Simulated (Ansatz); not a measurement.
Molecule: sum formula SiNH$_{4}$, charge 0, multiplicity 2. It need not be the lowest isomer of its formula. 
Geometry from a B3LYP-D3(BJ)/def2-TZVP (Ansatz, a program for electronic structure) optimisation:
SMILES: N[SiH2]
```xyz
6

Si    -0.6251     0.0767    -0.0245
N      1.1015    -0.0449    -0.0103
H     -1.1414    -1.1445    -0.7060
H     -1.0708     0.1044     1.3977
H      1.6507     0.5645     0.5765
H      1.6028    -0.2838    -0.8524
```
Charge 0, spin multiplicity 2.

Basis-set convergence of Hartree-Fock and CCSD correlation energies (hartree) with Ansatz. Valence correlation only, unless marked. UHF or UKS for open shells. Spin-orbit coupling is left out. Non-relativistic.

```csv
basis,functions,E(HF),"E(corr, CCSD)"
def2-SVP,52,-345.55248,-0.29054
def2-TZVPP,129,-345.72865,-0.35403
def2-QZVPP,247,-345.74111,-0.37367
```

Extrapolating the two largest sets (X = 3 and 4) as X^-3: E(corr) = (64·(-0.37367) - 27·(-0.35403))/37 = -0.3880 Eh, an estimate of the basis-set limit. The largest set recovers 96.3 % of it, the smallest 74.9 %.
